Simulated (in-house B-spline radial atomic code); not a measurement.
**CAM-B3LYP excitations of Ar8+**

Method: CAM-B3LYP. Computed with a B-spline radial code for spherical atoms: linear response of the closed shell [He] 2s2 2p6 with the functional's adiabatic kernel; scalar-relativistic (spin-free one-electron X2C), finite nucleus, no spin-orbit coupling, no double excitations, S, P, D and F terms only. Only terms of natural parity with L up to 3 were computed.

Command:
```bash
python run_td.py task.json out
```
Settings (radii: box in bohr, nucleus in fm):
```
Z                        18
electrons                10
configuration            [He] 2s2 2p6
hamiltonian              x2c
method                   camb3lyp
box_radius               11.59
rms_radius               3.4274
intervals                70
```

Run time, properties included: 0.7 s on 1 thread of Arm Neoverse N1, with other jobs on the host.

The lowest states, in the order of their Tamm-Dancoff energies; the method's threshold (minus the highest occupied level) is 403.66 eV. Labels give the largest channel, * marks a mixed state, and oscillator strengths are full-response dipole values. Semilocal kernels can invert the small singlet-triplet splittings of Rydberg terms. Energies in eV:

```tsv
state	full response	Tamm-Dancoff	oscillator strength
2p → 3s 3P	241.88	241.89	-
2p → 3s 1P	244.06	244.09	0.184
2p → 3p 3S	257.36	257.42	-
2p → 3p 3D	259.03	259.05	-
2p → 3p 1D	260.98	260.99	-
2p → 3p 1S	?	?	-
2p → 3d 3P	282.50	282.52	-
2p → 3d 3F	?	?	-
2p → 3d 1F	284.78	284.79	-
2p → 3d 1P	289.34	289.53	1.76
2s → 3s 3S	309.53	309.54	-
2s → 3s 1S	313.47	313.64	-
2p → 4s 3P	322.57	322.58	-
2p → 4s 1P	323.25	323.25	0.0274
2s → 3p 3P	327.17	327.18	-
2p → 4p 3S	328.69	328.71	-
```

(1) Where does 2p → 3d 3F lie?

(2) Where does 2p → 3p 1S lie?

(3) How large is the singlet-triplet splitting of 2p → 3s (P terms) in Tamm-Dancoff?

(4) What polarisabilities and dispersion coefficient does the method give?

Answers

(1) At 283.00 eV in full response, 283.02 eV in Tamm-Dancoff.

(2) At 271.04 eV in full response, 271.69 eV in Tamm-Dancoff.

(3) 2.2 eV, from the unrounded values.

(4) Dipole 0.03795 bohr³, quadrupole 0.0113 bohr⁵, C6 0.01402 hartree·bohr⁶ for two such species.
